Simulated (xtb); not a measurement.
singlet methylene (CH₂), singlet, geometry from GFN2-xTB; GFN0-xTB (xtb).

Input for xtb:
```
$ xtb mol.xyz --gfn 0 --acc 1000 --json

# file mol.xyz
3

C      0.00403916     0.00124078     0.16463541
H      0.00029648     0.87790816    -0.50085524
H     -0.02453143    -0.88535285    -0.48695721
```

The log (banner, timings and long lists left out):

```
   ID    Z sym.   atoms
    1    6 C      1
    2    1 H      2, 3

           -------------------------------------------------
          |                Calculation Setup                |
           -------------------------------------------------

           -------------------------------------------------
          |                 G F N 0 - x T B                 |
           -------------------------------------------------

          ...................................................
          :                      SETUP                      :
          :.................................................:
          :  # basis functions                   8          :
          :  # atomic orbitals                   8          :
          :  # shells                            6          :
          :  # electrons                         6          :
          :  electronic temp.          300.0000000     K    :
          :  accuracy                 1000.0000000          :
          :  -> integral cutoff          0.2000000E+02      :
          :  -> integral neglect         0.1000000E-04      :
          ...................................................

         :::::::::::::::::::::::::::::::::::::::::::::::::::::
         ::                     SUMMARY                     ::
         :::::::::::::::::::::::::::::::::::::::::::::::::::::
         :: total energy              -3.099399432676 Eh    ::
         :: gradient norm              0.005167100467 Eh/a0 ::
         :: HOMO-LUMO gap              1.395242773099 eV    ::
         ::.................................................::
         :: H0 energy                 -3.119625813695 Eh    ::
         :: repulsion energy           0.034945820419 Eh    ::
         :: electrostat energy        -0.014600995020 Eh    ::
         :: -> Gsolv                   0.000000000000 Eh    ::
         ::    -> Gsasa                0.000000000000 Eh    ::
         ::    -> Gshift               0.000000000000 Eh    ::
         :: dispersion energy         -0.000118444379 Eh    ::
         :: short-range corr.          0.000000000000 Eh    ::
         :: add. restraining           0.000000000000 Eh    ::
         :: total charge              -0.000000000000 e     ::
         :::::::::::::::::::::::::::::::::::::::::::::::::::::

           -------------------------------------------------
          |                Property Printout                |
           -------------------------------------------------

    * Orbital Energies and Occupations

         #    Occupation            Energy/Eh            Energy/eV
      -------------------------------------------------------------
         1        2.0000           -0.6238455             -16.9757
         2        2.0000           -0.5172460             -14.0750
         3        2.0000           -0.4187214             -11.3940 (HOMO)
         4                         -0.3674472              -9.9987 (LUMO)
         5                         -0.1364848              -3.7139
         6                         -0.0923885              -2.5140
         7                          0.1965970               5.3497
         8                          0.2853099               7.7637
      -------------------------------------------------------------
                  HL-Gap            0.0512742 Eh            1.3952 eV
             Fermi-level            0.0000000 Eh            0.0000 eV

     #   Z          covCN         q      C6AA      α(0)
     1   6 C        1.846    -0.416    45.630    10.900
     2   1 H        0.923     0.208     1.058     1.609
     3   1 H        0.923     0.208     1.058     1.609

 Mol. C6AA /au·bohr⁶  :         77.642381
 Mol. C8AA /au·bohr⁸  :       1890.290438
 Mol. α(0) /au        :         14.117012

Wiberg/Mayer (AO) data.
largest (>0.10) Wiberg bond orders for each atom

 ---------------------------------------------------------------------------
     #   Z sym  total        # sym  WBO       # sym  WBO       # sym  WBO
 ---------------------------------------------------------------------------
     1   6 C    2.037 --     3 H    1.018     2 H    1.018
     2   1 H    1.014 --     1 C    1.018
     3   1 H    1.014 --     1 C    1.018
 ---------------------------------------------------------------------------

Topologies differ in total number of bonds
Writing topology from bond orders to xtbtopo.mol

 dipole moment from electron density (au)
     X       Y       Z
  -0.0146  -0.0045  -0.5947  total (Debye):    1.512

           -------------------------------------------------
          | TOTAL ENERGY               -3.099399432676 Eh   |
          | GRADIENT NORM               0.005167100467 Eh/α |
          | HOMO-LUMO GAP               1.395242773099 eV   |
           -------------------------------------------------

normal termination of xtb
```
